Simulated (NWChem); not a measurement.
# C2H6FNSi; SMILES C=C(F)[SiH2]N

```xyz
11

C      0.9333     1.8679     0.3895
C      0.0597     0.9414    -0.0063
F     -1.2559     1.2988    -0.1457
Si     0.3932    -0.8727    -0.4182
N     -0.4205    -2.0484     0.5593
H      0.6294     2.8914     0.5930
H      1.9804     1.6129     0.5118
H      1.8614    -1.0493    -0.2738
H     -0.0612    -1.1072    -1.8120
H     -0.2271    -2.0998     1.5529
H     -1.3998    -2.2362     0.3789
```
Atoms are numbered in this order, from 1.

Program: NWChem. Structure relaxed at the B3LYP/6-31G* (spherical d) level.

Problem. Among these, which level gives the highest value of “orbital gap (eV)”?
(A) CAM-B3LYP/def2-SVP
(B) PBE/def2-SVP
(C) Hartree-Fock/def2-SVP
(D) LDA (Slater exchange, VWN5)/def2-SVP

Solution. C, Hartree-Fock/def2-SVP. Values: LDA (Slater exchange, VWN5)/def2-SVP 4.62; PBE/def2-SVP 4.72; CAM-B3LYP/def2-SVP 9.65; Hartree-Fock/def2-SVP 13.71
